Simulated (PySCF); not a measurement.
**The 24-electron isoelectronic series, spin-free X2C**

Calculated with PySCF 2.14 from differences of total energies of unrestricted determinants, without spin-orbit coupling. Each ion has its own even-tempered basis scaled to its charge (17s13p7d4f3g for the first); frozen: [Ne]. Ionisation energies in eV.

| ion | configuration | UHF | LDA | PBE | PBE0 | r2SCAN | MP2 (outer shells) | NIST (with spin-orbit, Breit and QED) |
| --- | --- | --- | --- | --- | --- | --- | --- | --- |
| Hf⁴⁸⁺ | [Ar] 3d6 (5D) | 4253.8 | 4255.6 | 4257.0 | 4256.8 | 4257.3 | 4255.1 | 4246 ± 4 (t) |
| Ta⁴⁹⁺ | [Ar] 3d6 (5D) | 4418.5 | 4420.3 | 4421.7 | 4421.5 | 4422.0 | 4419.8 | 4410 ± 4 (t) |
| W⁵⁰⁺ | [Ar] 3d6 (5D) | 4586.2 | 4588.0 | 4589.4 | 4589.2 | 4589.7 | 4587.5 | 4578 ± 4 (s) |
| Re⁵¹⁺ | [Ar] 3d6 (5D) | 4757.2 | 4758.9 | 4760.4 | 4760.1 | 4760.7 | 4758.4 | 4745 ± 4 (t) |
| Os⁵²⁺ | [Ar] 3d6 (5D) | 4931.2 | 4932.9 | 4934.4 | 4934.2 | 4934.8 | 4932.5 | 4917 ± 4 (t) |
| Ir⁵³⁺ | [Ar] 3d6 (5D) | 5108.4 | 5110.0 | 5111.6 | 5111.4 | 5112.0 | 5109.7 | 5092 ± 5 (t) |
| Pt⁵⁴⁺ | [Ar] 3d6 (5D) | 5288.8 | 5290.3 | 5292.0 | 5291.8 | 5292.4 | 5290.0 | 5270 ± 5 (t) |
| Au⁵⁵⁺ | [Ar] 3d6 (5D) | 5472.3 | 5473.8 | 5475.5 | 5475.3 | 5475.9 | 5473.6 | 5452 ± 5 (t) |
| Hg⁵⁶⁺ | [Ar] 3d6 (5D) | 5659.0 | 5660.5 | 5662.2 | 5662.0 | 5662.6 | 5660.2 | 5636 ± 5 (t) |
| Tl⁵⁷⁺ | [Ar] 3d6 (5D) | 5848.9 | 5850.3 | 5852.1 | 5851.9 | 5852.5 | 5850.1 | 5824 ± 6 (t) |

Each ion has its own basis, which adds noise of up to about 0.1 % along the series.

NIST values marked (s) are semi-empirical, (t) theoretical. Open shells are high-spin determinants of the terms that Hund's rules give; for the heavier ions, far from LS coupling, these are not the ground levels.

Spin-orbit coupling of the open shells is absent from the calculated values and included in NIST's; it grows fast with Z.
